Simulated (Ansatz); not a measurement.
Breaking the Ge1–H2 bond in GeHI (SMILES [GeH][I]) (multiplicity 1 held, fragments rigid). Energies count from the point at 1.601 Å.
Geometry at that point (charge 0, multiplicity 1):
```xyz
3

Ge    -0.911    -0.755     1.057
H     -1.931    -1.240    -0.078
I      0.586     0.479    -0.637
```

Signs of static correlation in def2-TZVPP, with CASSCF(2,2), from Ansatz (an electronic-structure program) runs.

```tsv
R (Å)	T1 of restricted CCSD	⟨S²⟩ of UHF	largest double amplitude of restricted CCSD	weight of the CASSCF reference in MRCISD	CASSCF natural occupations
1.281	0.017	0.195	0.058	0.890	1.99 0.01
1.441	0.017	0.125	0.053	0.889	1.98 0.02
1.601	0.018	0.058	0.048	0.889	1.97 0.03
1.762	0.018	0.000	0.049	0.889	1.96 0.04
1.922	0.019	0.000	0.062	0.888	1.94 0.06
2.162	0.022	0.131	0.101	0.888	1.90 0.10
2.402	0.026	0.553	0.180	0.888	1.84 0.16
2.802	0.041	0.852	(withheld)	0.888	1.69 0.31
3.203	0.063	0.956	(withheld)	0.888	1.50 0.50
3.683	0.091	0.998	0.654	0.889	1.29 0.71
4.324	0.117	1.012	0.869	0.889	1.13 0.87
5.125	0.128	1.015	1.006	0.889	1.05 0.95
```

### Question
Some entries are withheld; supply them.

### Answer

- 2.802, largest double amplitude of restricted CCSD: 0.307
- 3.203, largest double amplitude of restricted CCSD: 0.457

Doubts at one or more of the structures used: a restricted determinant that unrestricted orbitals would lower (R-CCSD(T)/def2-TZVPP); other coupled-cluster roots lie near (R-CCSD(T)/def2-TZVPP); T1 above 0.05 (R-CCSD(T)/def2-TZVPP, U-CCSD(T)/def2-TZVPP); a spin-contaminated determinant (U-CCSD(T)/def2-TZVPP).
